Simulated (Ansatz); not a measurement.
A structure relaxed at r2SCAN-D4/def2-TZVPD in Ansatz, charge -1, singlet:

Cartesian coordinates in Å:
```
Co 0.000 0.000 0.000
O 0.754 -0.547 -1.302
O -0.754 0.547 1.302
```

Question: Give its formula and point group.

Answer: the cluster CoO₂⁻. Point group D∞h (tolerance 0.1 Å).

Question: Summarise the bond lengths by kind (pairs closer than 1.2 times the sum of covalent radii, bridged metal pairs left out).

Answer: 2 × Co–O 1.60 Å. The metal has 2 neighbours: O 1.60 Å, O 1.60 Å.

The restricted singlet is unstable: a solution with broken spin symmetry lies lower. The highest occupied level of the charge -1 singlet lies above zero (up to 0.16 eV). Its loss leaves the charge 0 doublet, which lies 2.78 eV higher (vertical, at r2SCAN-D4/def2-TZVPD), but this difference is unsure: the doublet is doubtful (geometry relaxed on an unsound state). The relaxation made no stability test and no search for a lower SCF solution. At r2SCAN-D4/def2-TZVPD a quintet of charge -1 lies 0.36 eV below the restricted singlet, each at its own geometry. The structure comes from a short search, and lower isomers may exist.
